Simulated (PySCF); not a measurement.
C2H3AlBrF, SMILES C=[CH][Al]([F])[Br].

The structure is a stationary point at B3LYP-D3(BJ)/def2-SVP. The structure was generated by enumeration; whether it is a known compound was not checked. Other conformers were not sampled.

These are B3LYP-D3(BJ)/def2-SVP in PySCF 2.14.0 values and carry that method's errors.

Frequencies are harmonic and unscaled.

| mode | ν (cm⁻¹) | IR (km/mol) | Raman (Å⁴/amu) | depolarisation | moving atoms (share of kinetic energy) |
|---|---|---|---|---|---|
| 1 | 86 | 1.1 | 7.0 | 0.75 | C 48 %, H 31 %, F 15 % |
| 2 | 96 | 0.8 | 2.3 | 0.66 | C 46 %, Br 22 %, H 16 %, Al 9 % |
| 3 | 185 | 16.6 | 0.7 | 0.58 | F 67 %, Br 16 %, Al 9 % |
| 4 | 215 | 23.0 | 1.9 | 0.75 | Al 57 %, H 25 %, F 11 % |
| 5 | 306 | 5.2 | 3.0 | 0.69 | C 55 %, H 19 %, Al 14 %, F 9 % |
| 6 | 380 | 40.9 | 10.2 | 0.10 | Al 37 %, Br 25 %, C 19 %, F 15 % |
| 7 | 475 | 55.5 | 8.4 | 0.75 | H 62 %, C 28 %, Al 9 % |
| 8 | 672 | 134.1 | 5.4 | 0.10 | Al 43 %, C 39 %, H 14 % |
| 9 | 885 | 125.4 | 0.6 | 0.48 | F 50 %, Al 47 % |
| 10 | 997 | 15.3 | 3.0 | 0.47 | H 88 %, C 12 % |
| 11 | 1013 | 23.5 | 0.3 | 0.75 | H 72 %, C 28 % |
| 12 | 1051 | 12.0 | 0.6 | 0.75 | H 93 % |
| 13 | 1266 | 5.2 | 8.9 | 0.14 | H 71 %, C 28 % |
| 14 | 1419 | 22.7 | 19.6 | 0.56 | H 80 %, C 20 % |
| 15 | 1644 | 14.8 | 12.3 | 0.07 | C 81 %, H 19 % |
| 16 | 3103 | 13.4 | 99.4 | 0.23 | H 95 % |
| 17 | 3126 | 4.7 | 190.4 | 0.30 | H 92 %, C 8 % |
| 18 | 3193 | 7.0 | 83.7 | 0.61 | H 89 %, C 11 % |
